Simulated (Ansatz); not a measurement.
`CC(C)[CH2][AlH2]` → `[AlH3]` + isobutene at 600 K and 1 bar (β-hydride elimination).

Computed with Ansatz on PBE0-D4/def2-TZVP structures; ΔE is electronic, products minus reactants. CCSD(T)/CBS adds triple-zeta CCSD(T) − MP2 to the extrapolated MP2 energy (def2 sets, frozen cores). This one scheme is used for every species. One conformer a species, not always the lowest.

```
           species  CCSD(T)/CBS energy (Eh)  H − E (kJ/mol)  S (J/(mol·K))
`CC(C)[CH2][AlH2]`               -400.83779           427.6          481.8
          `[AlH3]`               -243.78045            74.2          242.3
         `C=C(C)C`               -157.01236           335.3          369.9
```

H − E and S are ideal-gas, rigid-rotor, harmonic terms from PBE0-D4/def2-TZVP, for one conformer and one mirror image of each species. 1 Eh = 2625.50 kJ/mol, R = 8.31446 J/(mol·K).

**Question.** By hand: ΔE, ΔH, ΔS and ΔG.

**Answer.** ΔE = (-243.78045) + (-157.01236) − (-400.83779) = 0.04498 Eh = 118.1 kJ/mol. Δ(H − E) = 74.2 + 335.3 − 427.6 = -18.1, so ΔH = 100.0 kJ/mol. ΔS = 242.3 + 369.9 − 481.8 = 130.4 J/(mol·K). ΔG = 100.0 − 600 × (130.4)/1000 = 21.8 kJ/mol.

**Question.** By hand: the equilibrium constant, and the temperature at which ΔG would vanish if ΔH and ΔS stayed fixed.

**Answer.** log₁₀ K = −ΔG/(RT ln 10) = -1.9. ΔG = 0 at ΔH/ΔS = 767 K.

The number of gas molecules changes by +1, which sets the sign of ΔS. A doubt of 5 kJ/mol in ΔE shifts log₁₀ K by 0.4 here. Other conformers and mirror images would add mixing entropy, several J/(mol·K) or more a flexible species. These are equilibria of isolated gas molecules and say nothing of rates. Largest T1 diagnostic: 0.010 (customary marks: 0.02 for closed shells, 0.045 for open ones).
